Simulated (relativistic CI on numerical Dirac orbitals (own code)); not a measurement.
# Level scheme of Pm⁴⁶⁺

These numbers are calculated, not measured: Dirac-Coulomb-Breit CI, separate exchange-only KLI orbitals for each configuration, model QED, unscaled Slater integrals (own radial code, finite nucleus).

Configurations in the expansion (outside the closed core [Ne]): 3s2 3p3, 3s 3p4, 3s2 3p2 3d, 3p5, 3s 3p3 3d, 3p4 3d, 3s 3p2 3d2, 3s2 3p 3d 4p, 3p4 4s, 3s 3p2 3d 4s, 3p4 4p, 3s2 3p2 4s, 3s2 3p 3d2, 3s2 3d3, 3s 3p 3d3, 3s2 3d2 4s, 3p3 3d2, 3p2 3d3, 3p2 3d2 4s, 3s2 3p 3d 4s, 3s 3p 3d2 4s, 3s2 3d 4s2, 3s 3p2 3d 4p, 3s 3p 3d2 4p, 3p2 3d2 4p, 3s 3p 3d 4s 4p. Double excitations out of closed p, d and f shells are left out; levels of such configurations are missing from the list, as are those of other unlisted configurations, and high levels can miss mixing partners.

The lowest level is 3s2 3p3 2P°_3/2, with 46 % of that term; Hund's rules for 3s2 3p3 give 4S° with J = 3/2, of which the calculation keeps J, while another term leads.

```tsv
No.	Configuration	Term	J	E (Ry)	%	Next component (%)	Landé g
1	3s2 3p3	2P°	3/2	0.0000	46	27 4S°	1.370
2	3s2 3p3	4S°	3/2	9.6338	54	45 2D°	1.447
3	3s2 3p3	2D°	5/2	10.3512	99	1 3s 3p3 3d 2D°	1.191
4	3s2 3p3	2P°	1/2	11.2297	98	1 3s2 3p 3d2 2P°	0.654
5	3p2(1S) 3d	2D	3/2	13.1526	37	36 4F	0.779
6	3p2(1S) 3d	2D	5/2	16.1018	27	20 4D	1.228
7	3s 3p4(3P)	4P	5/2	19.2255	64	21 2D	1.445
8	3s 3p4(1S)	2S	1/2	20.9203	51	30 4P	2.135
9	3s 3p4(3P)	2P	3/2	20.9333	30	27 2D	1.149
10	3s2 3p3	2P°	3/2	20.9702	52	28 2D°	1.293
11	3p2(1D) 3d	2F	5/2	22.7021	47	45 4F	0.957
12	3p2(3P) 3d	4F	3/2	22.8306	32	30 4D	0.917
13	3p2(3P) 3d	4D	1/2	22.8492	79	15 2P	0.208
14	3p2(1D) 3d	2G	7/2	23.4147	45	27 2F	1.049
15	3p2(3P) 3d	4D	7/2	25.1072	47	37 4F	1.305
16	3p2(3P) 3d	2D	5/2	25.1237	30	25 4P	1.206
17	3p2(1D) 3d	2P	3/2	25.5143	40	30 4P	1.433
18	3p2(1D) 3d	2D	3/2	25.6180	28	23 2P	1.199
19	3p2(1D) 3d	2P	1/2	25.6358	37	35 4P	1.676
20	3p2(1D) 3d	2D	5/2	25.8568	33	29 2F	1.153
21	3p2(1D) 3d	2G	9/2	25.8812	58	41 4F	1.195
22	3p2(1D) 3d	2F	7/2	27.2938	51	25 2G	1.104
23	3p2(3P) 3d	2D	5/2	27.4040	40	26 4P	1.229
24	3p2(3P) 3d	2D	3/2	27.7675	63	15 2P	0.936
25	3p2(3P) 3d	2P	1/2	27.9380	49	35 2S	1.272
26	3s 3p4(3P)	4P	3/2	29.8125	55	20 2D	1.403
27	3s 3p4(1D)	2D	5/2	30.7140	62	17 4P	1.277
28	3s 3p3(2P°)<3P°> 3d	4D°	5/2	31.9307	28	25 6D°	1.296
29	3s 3p4(3P)	2P	1/2	31.9312	42	27 4P	1.332
30	3s 3p4(3P)	2P	3/2	32.0418	44	23 2D	1.148
```

Energies count from the lowest computed level; ° marks odd parity. Percentages are summed over parent terms; the parents shown are those of the largest component, closed shells are left out there, and <> holds an intermediate term.

The mean weight of the leading LS term, summed over parents, in these 30 levels is 49 %, and that of the leading jj configuration (from the same eigenvectors) 88 %, so jj coupling describes them better and the LS labels are nominal.

At this charge energies of transitions that change n are usually good to better than 1 %, and those within a shell (Δn = 0) to a few per cent.

LS names give the leading component of a level, which can be under half, so a name can repeat, a term be missing and a line seem to break the LS rules.
